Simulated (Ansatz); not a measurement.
Stepwise reaction of `CO[Si@@H](N)[Si@@H](N)OC` with hydrogen fluoride, as a gas-phase model of exchange steps in deposition or etching. ΔE in kJ/mol.

Program: Ansatz. Geometries: PBE0-D4/def2-TZVP. ΔE: electronic, gas phase. CCSD(T)/CBS is the MP2 limit (def2-TZVPP, def2-QZVPP) plus CCSD(T) − MP2 in def2-TZVPP, frozen cores. This one scheme is used for every species. DFT in def2-TZVPP. B3LYP here is the variant with VWN-RPA as its local correlation; programs differ in this. One conformer a species, not always the lowest.

| step | reaction | PBE-D4 | B3LYP-D4 | ωB97M-V | CCSD(T)/CBS |
| --- | --- | --- | --- | --- | --- |
| 1 | `CO[Si@@H](N)[Si@@H](N)OC` + H–F → `CO[Si@@H](N)[Si@H](N)F` + CH₃OH | -52.4 | -54.5 | -56.1 | -51.8 |

Give the row of step 2, `CO[Si@@H](N)[Si@H](N)F` + H–F → `N[Si@H](F)[Si@@H](N)F` + CH₃OH. (Estimate.)

The calculation gave: 
```csv
step,reaction,PBE-D4,B3LYP-D4,ωB97M-V,CCSD(T)/CBS
2,`CO[Si@@H](N)[Si@H](N)F` + H–F → `N[Si@H](F)[Si@@H](N)F` + CH₃OH,-41.2,-42.2,-43.3,-39.8
```

By hand: ΔE of the 2 steps together at CCSD(T)/CBS.

(-51.8) + (-39.8) = -91.6 kJ/mol, or -45.8 kJ/mol a step.

In ΔE each step is higher than the one before. All are downhill at CCSD(T)/CBS. PBE-D4 differs from CCSD(T)/CBS by -1.4 to -0.6 kJ/mol a step. Isolated molecules leave out the surface, adducts and barriers. Largest T1 diagnostic: 0.012.
